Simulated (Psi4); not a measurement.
K, doublet. Base run: B3LYP/def2-TZVP run with Psi4.

Geometry (Å):
```xyz
1

K      0.0000     0.0000     0.0000
```
Charge 0, spin multiplicity 2.
Orbitals are unrestricted.
All else is at Psi4's defaults (density fitting).
Base energy -599.92523 Eh.

Each row names what was changed in the base input (with any setting that the change needs).

```
change                          ΔE vs base (mEh)  SCF cycles  grid points  basis functions        outcome
------------------------------  ----------------  ----------  -----------  ---------------  -------------
base                                       0.000           8        21140               33      converged
scf_type = dfdirj+link                    -0.004           8        21140               33      converged
scf_type = disk_df                         0.000           8        21140               33      converged
dft_radial_points = 35                    -6.456           8         9966               33      converged
dft_nuclear_scheme = stratmann             0.000           8        21140               33      converged
diis_max_vecs = 3                          0.000           9        21140               33      converged
df_basis_scf = cc-pvtz-jkfit                   -           -            -               33  input refused
dft_spherical_points = 194                 0.000           8        13580               33      converged
scf_initial_accelerator = none             0.000           8        21140               33      converged
dft_spherical_points = 590                 0.000           8        41294               33      converged
basis_guess = true                         0.000           4        21140               33      converged
basis_guess = sto-3g                       0.000           5        21140               33      converged
dft_spherical_points = 974                 0.000           8        68174               33      converged
```

Open shells are given as the SCF converged; they aren't shown to be the lowest states, and a large step between rows can be another state.

- df_basis_scf = cc-pvtz-jkfit: ended with `psi4.driver.qcdb.exceptions.BasisSetNotFound: BasisSet::construct: Unable to find a basis set for atom 1 for key JKFIT among:`
